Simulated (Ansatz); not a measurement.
Consider the atomization: `N[Si](Cl)(Cl)[Si](N)(Cl)Cl` → 4 Cl• + 4 H• + 2 N• + 2 Si•.

Calculated with Ansatz (gas phase, PBE0-D4/def2-TZVP geometries, no zero-point term in ΔE). CCSD(T)/CBS adds triple-zeta CCSD(T) − MP2 to the extrapolated MP2 energy (def2 sets, frozen cores). This one scheme is used for every species, atoms too. Functionals use def2-TZVPP. B3LYP here is the variant with VWN-RPA as its local correlation; programs differ in this. No spin–orbit coupling; open shells (•) take unrestricted orbitals. Spin–orbit coupling would lower the free atoms: a little for Cl, Si. Each species was taken in one conformer, which may not be the lowest.

```tsv
level	ΔE (kJ/mol)	difference from CCSD(T)/CBS
BLYP-D4	4137.8	-39.1
B3LYP-D4	4143.5	-33.4
ωB97M-V	4205.5	28.6
PBE-QIDH	4140.3	-36.6
revPBE	4013.9	-163.0
B3LYP	4054.4	-122.5
MP2/def2-TZVPP	4137.6	-39.3
CCSD/def2-TZVPP	3919.5	-257.4
CCSD(T)/def2-TZVPP	4004.5	-172.4
HF/CBS(def2)	2913.2	-1263.7
CCSD(T)/CBS	4176.9	0
```

Largest T1 diagnostic among the species: 0.012.

The D4 term adds +89.1 kJ/mol with B3LYP and +48.1 kJ/mol with PBE0; it sums over pairs of atoms, weighted by their polarisabilities, and B3LYP, whose exchange is more repulsive, gets the larger term. From BLYP to BHLYP (50 % exact exchange), in def2-TZVPP and without D4, ΔE moves by −69.4 kJ/mol: exact exchange takes away binding that semilocal exchange gives to molecules.

For atomizations the MP2-based limit and the directly extrapolated one differ by several kJ/mol either way, and by 10 to 25 for some Ge, Se and Sn compounds, so smaller differences from it don't rank the levels.
